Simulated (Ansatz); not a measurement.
`[OH][Al]([Br])[Br]` + H₂O → `[OH][Al]([OH])[Br]` + HBr at 400 K and 1 bar (formal hydrolysis of the Al–Br bond).

Isolated molecules relaxed with PBE0-D4/def2-TZVP in Ansatz; ΔE leaves out vibrations. CCSD(T)/CBS is the MP2 limit (def2-TZVPP, def2-QZVPP) plus CCSD(T) − MP2 in def2-TZVPP, frozen cores. This one scheme is used for every species. For Br outer-core shells are correlated without core-valence functions, which leaves a few kJ/mol of doubt a bond. Scalar relativity is left out up to krypton. Each species was taken in one conformer, which may not be the lowest.

```
             species  CCSD(T)/CBS energy (Eh)  H − E (kJ/mol)  S (J/(mol·K))
`[OH][Al]([Br])[Br]`              -5464.62977            69.4          371.7
                 H₂O                -76.37941            69.8          198.6
`[OH][Al]([OH])[Br]`              -2967.07960           103.4          352.2
                 HBr              -2573.91920            27.6          207.2
```

H − E and S are ideal-gas, rigid-rotor, harmonic terms from PBE0-D4/def2-TZVP, for one conformer and one mirror image of each species. 1 Eh = 2625.50 kJ/mol, R = 8.31446 J/(mol·K).

Q: By hand: ΔE, ΔH, ΔS and ΔG.

A: ΔE = (-2967.07960) + (-2573.91920) − (-5464.62977) − (-76.37941) = 0.01038 Eh = 27.3 kJ/mol. Δ(H − E) = 103.4 + 27.6 − 69.4 − 69.8 = -8.2, so ΔH = 19.1 kJ/mol. ΔS = 352.2 + 207.2 − 371.7 − 198.6 = -10.9 J/(mol·K). ΔG = 19.1 − 400 × (-10.9)/1000 = 23.5 kJ/mol.

Q: By hand: the equilibrium constant, and the temperature at which ΔG would vanish if ΔH and ΔS stayed fixed.

A: log₁₀ K = −ΔG/(RT ln 10) = -3.1. ΔH and −TΔS have one sign here, so there is no such temperature.

The number of gas molecules stays the same, so ΔS is small and ΔH decides. A doubt of 5 kJ/mol in ΔE shifts log₁₀ K by 0.7 here. Other conformers and mirror images would add mixing entropy, several J/(mol·K) or more a flexible species. These are equilibria of isolated gas molecules and say nothing of rates. Largest T1 diagnostic: 0.010 (customary marks: 0.02 for closed shells, 0.045 for open ones).

ΔS is within the doubt of such terms, so its sign, and with it that verdict, could turn.
